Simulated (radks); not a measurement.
Valence configurations of Te I (all share [Kr]). Calculated with a radial shooting solver on a logarithmic mesh with Libxc functionals: scalar-relativistic Kohn-Sham, PBEsol, spin-unpolarised, spherical densities, finite nucleus; Fermi nuclear charge, rms radius 4.7423 fm. Energies are relative to 4d10 5s2 5p4; eigenvalues in eV.

valence,E (eV),e(4d),e(5p),e(5s)
4d10 5s2 5p4,0.000,-41.589,-5.968,-15.151
4d10 5s1.5 5p4.5,4.617,-42.269,-6.248,-15.533
4d10 5s1 5p5,9.284,-42.933,-6.519,-15.903
4d9.5 5s2 5p4.5,18.447,-44.691,-6.500,-16.079
4d10 5p6,18.764,-44.219,-7.036,-
4d9 5s2 5p5,38.180,-47.792,-7.025,-16.987
4d8 5s2 5p6,81.516,-53.995,-8.059,-18.753

NIST lists [Kr] 4d10 5s2 5p4 as the ground configuration; this level of theory agrees among the configurations tried. The energies are those of spherical spin-averaged densities, not of single terms.
